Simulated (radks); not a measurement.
Fractional charge and spin in the 5p shell of tungsten: the spin-up occupation runs from 2 to 3 and the spin-down occupation from 2 to 3; the fullest corner is W2+, [Kr] 4d10 4f14 5s2 5d(up 2, down 2) 5p(up 3, down 3). Calculated with a radial shooting solver on a logarithmic mesh with Libxc functionals: scalar-relativistic Kohn-Sham, r2SCAN, spin-polarised, spherical densities, finite nucleus; meta-GGA in the generalised Kohn-Sham scheme; Fermi nuclear charge, rms radius of each element as measured or else 0.836 A^(1/3) + 0.57 fm. Energy (eV) minus the two flat planes that join the four corners (they meet along the diagonal where the two added fractions sum to one electron); zero is where a piecewise linear energy would lie.

| down \ up | 2 | 2.25 | 2.5 | 2.75 | 3 |
|---|---|---|---|---|---|
| 2 | 0.000 | -1.409 | -1.871 | -1.398 | 0.000 |
| 2.25 | -1.409 | -1.776 | -1.212 | 0.272 | -1.302 |
| 2.5 | -1.871 | -1.212 | 0.363 | -1.126 | -1.726 |
| 2.75 | -1.398 | 0.272 | -1.126 | -1.640 | -1.286 |
| 3 | 0.000 | -1.302 | -1.726 | -1.286 | 0.000 |

Corners above the fullest one (they belong to W3+ and the next ion): (up 3, down 2) 67.275 eV, (up 2, down 3) 67.275 eV, (up 2, down 2) 150.41 eV. With half an added electron in each spin the energy lies 0.363 eV from the planes, and with half an added electron in spin up alone -1.871 eV. The planes are only a guide here: the flat-plane condition holds for ground states with one frontier orbital, while this shell lies below other occupied shells, so the corners above the fullest one are inner-hole states and not the ground states of those ions.
